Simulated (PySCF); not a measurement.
A PySCF script (with the pyscf-properties extension) for the NMR shieldings of BF4H2P, on a GFN2-xTB geometry:

```python
import basis_set_exchange as bse
import numpy as np
from pyscf import gto, dft
from pyscf.prop import nmr

atoms = """
F     1.356584    1.349712   -0.170907
P     1.037943   -0.227502   -0.045186
B    -1.440522   -0.038567   -0.037696
F    -1.454548    0.500802    1.166482
F    -1.538679    0.746967   -1.087376
F    -1.791072   -1.301562   -0.159733
H     2.109728   -0.632640   -0.850689
H     1.729622   -0.387797    1.160540
"""
names = dict.fromkeys(["F", "P", "B", "H"], "pcSseg-1")
basis = {el: gto.basis.parse(bse.get_basis(n, elements=[el], fmt="nwchem")) for el, n in names.items()}
mol = gto.M(atom=atoms, basis=basis, charge=0, verbose=0)
mf = dft.RKS(mol, xc="PBE0")
mf.grids.level = 2
mf.grids.alignment = dft.numint.BLKSIZE   # the property module wants whole blocks of grid points
mf.conv_tol = 1e-9
mf.kernel()

calc = nmr.RKS(mf)   # GIAO
C = mf.mo_coeff
Co = C[:, mf.mo_occ > 0]
resp = mf.gen_response(singlet=True, hermi=2)
def vind(x):   # induced exchange potential for any number of trial vectors
    d = np.einsum("pi,xij,qj->xpq", C, 2 * x.reshape(-1, C.shape[1], Co.shape[1]), Co, optimize=True)
    return np.einsum("xpq,pi,qj->xij", resp(d - d.transpose(0, 2, 1)), C, Co, optimize=True).ravel()
mo1, _ = nmr.rhf.solve_mo1(calc, with_cphf=vind)
sigma = calc.kernel(mo1)
for i, s in enumerate(sigma):   # ppm
    print("%2d %-2s %9.2f" % (i, mol.atom_pure_symbol(i), np.trace(s) / 3))
```

**Question.** What does it print?

**Answer.** 
```
 0 F     516.10
 1 P     240.21
 2 B      93.16
 3 F     290.19
 4 F     293.36
 5 F     293.58
 6 H      24.37
 7 H      24.56
```

These numbers come from an equivalent density-fitted implementation of the same equations, which agrees with the script to about 0.01 ppm for H and up to a few tenths of a ppm for heavy atoms, so last digits may differ.

Size and cost of the density-fitted run: 119 basis functions, about 25 core-seconds.
